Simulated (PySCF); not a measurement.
Species: C6H8F4.
InChI=1S/C6H8F4/c1-2-5(4-7)3-6(8,9)10/h2H,3-4H2,1H3/b5-2+

Torsions of this conformer, `[CH3:1]/[CH:2]=[C:3](/[CH2:4][F:5])[CH2:6][C:7]([F:8])([F:9])[F:10]`: C2–C3–C4–F5 128°, C2–C3–C6–C7 90°, C3–C6–C7–F8 178°.

The closed-shell ground state was solved at several levels (PySCF, density fitting, gas phase, non-relativistic). Geometry: PBE0-D3(BJ)/def2-SVP, one conformer, isolated molecule.

```
          level  basis functions  total energy (Eh)  HOMO (eV)  LUMO (eV)  gap (eV)  dipole (D)
  PBE0/pcSseg-1              210          -632.1112      -7.64      -0.27      7.37        2.43
B3LYP/def2-SVPD              276          -632.3894      -7.48      -0.60      6.88        2.53
```

Question: Estimate the row for CAM-B3LYP/pcSseg-1, a basis of 210 functions; the other rows only guide the guess.

Answer: Total energy -632.5559 Eh, HOMO -8.96 eV, LUMO 0.91 eV, gap 9.87 eV, dipole 2.46 D.

Question: Over all these levels, which gives the widest orbital gap and which the narrowest?

Answer: CAM-B3LYP/pcSseg-1 (range-separated hybrid) has the widest, 9.87 eV, and B3LYP/def2-SVPD (global hybrid, 20 % exact exchange) the narrowest, 6.88 eV. Functional and basis both differ between the two, so the spread mixes both effects.

Question: How far do the dipole and the HOMO energy spread over the levels?

Answer: The dipole runs from 2.43 to 2.53 D (mean 2.48 D) and the HOMO from -8.96 to -7.48 eV.
